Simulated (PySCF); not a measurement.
This PySCF input asks for the NMR shieldings of `InChI=1S/C7H17BO/c1-6(2)7-3-4-9(8)5-7/h6-7H,3-5H2,1-2,8H3/t7-/m1/s1`; the geometry comes from GFN2-xTB.

```python
import basis_set_exchange as bse
import numpy as np
from pyscf import gto, dft
from pyscf.prop import nmr

atoms = """
B    -3.275004    1.017466    0.096700
O    -1.970044    0.085543    0.406397
C    -1.817297   -1.006988   -0.488437
C    -0.365699   -1.475188   -0.323297
C     0.328387   -0.319991    0.429235
C     1.673661    0.098687   -0.174865
C     2.231580    1.326304    0.543594
C     2.680558   -1.047452   -0.089341
C    -0.735791    0.783128    0.384014
H    -4.189444    0.264959    0.172358
H    -3.114894    1.466033   -0.999757
H    -3.254175    1.837685    0.953894
H    -2.013116   -0.669265   -1.512997
H    -2.558397   -1.759562   -0.218120
H     0.091844   -1.642750   -1.297288
H    -0.308891   -2.402598    0.243740
H     0.492338   -0.610600    1.471237
H     1.517483    0.352227   -1.229665
H     2.351459    1.121286    1.605016
H     3.204925    1.587725    0.135400
H     1.573622    2.183174    0.429387
H     2.325238   -1.929553   -0.615212
H     2.858687   -1.316396    0.949483
H     3.627890   -0.747854   -0.530763
H    -0.722522    1.454442    1.241505
H    -0.653441    1.372152   -0.539100
"""
names = dict.fromkeys(["B", "O", "C", "H"], "pcSseg-1")
basis = {el: gto.basis.parse(bse.get_basis(n, elements=[el], fmt="nwchem")) for el, n in names.items()}
mol = gto.M(atom=atoms, basis=basis, charge=0, verbose=0)
mf = dft.RKS(mol, xc="PBE0")
mf.grids.level = 2
mf.grids.alignment = dft.numint.BLKSIZE   # the property module wants whole blocks of grid points
mf.conv_tol = 1e-9
mf.kernel()

calc = nmr.RKS(mf)   # GIAO
C = mf.mo_coeff
Co = C[:, mf.mo_occ > 0]
resp = mf.gen_response(singlet=True, hermi=2)
def vind(x):   # induced exchange potential for any number of trial vectors
    d = np.einsum("pi,xij,qj->xpq", C, 2 * x.reshape(-1, C.shape[1], Co.shape[1]), Co, optimize=True)
    return np.einsum("xpq,pi,qj->xij", resp(d - d.transpose(0, 2, 1)), C, Co, optimize=True).ravel()
mo1, _ = nmr.rhf.solve_mo1(calc, with_cphf=vind)
sigma = calc.kernel(mo1)
for i, s in enumerate(sigma):   # ppm
    w = np.linalg.eigvalsh((s + s.T) / 2)
    print("%2d %-2s iso %8.1f  s11 %8.1f  s22 %8.1f  s33 %8.1f" % (i, mol.atom_pure_symbol(i), w.mean(), *w))
```

Question: What are the results?

Answer: 
```
 0 B  iso    103.7  s11     75.0  s22     80.6  s33    155.4
 1 O  iso    275.1  s11    188.2  s22    301.3  s33    335.6
 2 C  iso    108.8  s11     59.0  s22     95.8  s33    171.6
 3 C  iso    153.3  s11    122.8  s22    161.7  s33    175.5
 4 C  iso    137.6  s11    110.2  s22    139.2  s33    163.5
 5 C  iso    149.2  s11    136.9  s22    149.7  s33    161.1
 6 C  iso    163.2  s11    149.0  s22    153.9  s33    186.7
 7 C  iso    163.1  s11    148.8  s22    153.2  s33    187.2
 8 C  iso    102.6  s11     57.3  s22     90.7  s33    159.8
 9 H  iso     28.7  s11     25.2  s22     25.9  s33     34.9
10 H  iso     29.0  s11     25.1  s22     26.5  s33     35.3
11 H  iso     28.7  s11     25.2  s22     25.8  s33     34.9
12 H  iso     28.0  s11     22.9  s22     28.5  s33     32.7
13 H  iso     27.4  s11     22.3  s22     26.7  s33     33.0
14 H  iso     30.2  s11     25.2  s22     30.4  s33     35.0
15 H  iso     29.5  s11     24.3  s22     28.2  s33     35.9
16 H  iso     29.9  s11     27.6  s22     28.6  s33     33.5
17 H  iso     30.5  s11     27.8  s22     29.4  s33     34.4
18 H  iso     31.1  s11     27.9  s22     28.8  s33     36.5
19 H  iso     30.7  s11     26.1  s22     28.0  s33     38.0
20 H  iso     30.8  s11     25.2  s22     30.5  s33     36.7
21 H  iso     30.5  s11     25.0  s22     30.2  s33     36.2
22 H  iso     31.1  s11     27.8  s22     28.7  s33     36.7
23 H  iso     30.7  s11     26.2  s22     27.8  s33     37.9
24 H  iso     27.4  s11     22.1  s22     29.1  s33     30.9
25 H  iso     28.5  s11     23.0  s22     30.9  s33     31.6
```

These numbers come from an equivalent density-fitted implementation of the same equations, which agrees with the script to about 0.01 ppm for H and up to a few tenths of a ppm for heavy atoms, so last digits may differ.

Size and cost of the density-fitted run: 238 basis functions, 57 s wall time on 1 thread of an Arm Neoverse V2, shared host; peak memory 1.1 GiB.
